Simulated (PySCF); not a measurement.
Be(iPr)(SeH) (C3H8BeSe), SMILES [Be]([SeH])[CH](C)C. Coordinates come from a ωB97X-D3(BJ)/def2-SVP optimisation. The values are those of a single conformer.

Computed equilibrium geometry at ωB97X-D3(BJ)/def2-SVP (PySCF confirms it by a frequency run) as bond lengths and angles (one conformer of several):
Atoms: Be1 C2 C3 C4 H5 H6 H7 H8 H9 H10 H11 Se12 H13. Bond lengths (Å): Be1–C2 1.691, Be1–Se12 2.040, C2–C3 1.541, C2–C4 1.541, C2–H5 1.111, C3–H6 1.105, C3–H7 1.104, C3–H8 1.103, C4–H9 1.103, C4–H10 1.105, C4–H11 1.104, Se12–H13 1.469. Angles (°): C2–Be1–Se12 179.9, Be1–C2–C3 112.8, Be1–C2–C4 112.8, Be1–C2–H5 105.3, C3–C2–C4 110.9, C3–C2–H5 107.2, C4–C2–H5 107.2, C2–C3–H6 111.4, C2–C3–H7 111.5, C2–C3–H8 112.3, H6–C3–H7 106.8, H6–C3–H8 107.3, H7–C3–H8 107.2, C2–C4–H9 112.3, C2–C4–H10 111.4, C2–C4–H11 111.5, H9–C4–H10 107.3, H9–C4–H11 107.2, H10–C4–H11 106.8, Be1–Se12–H13 90.7.
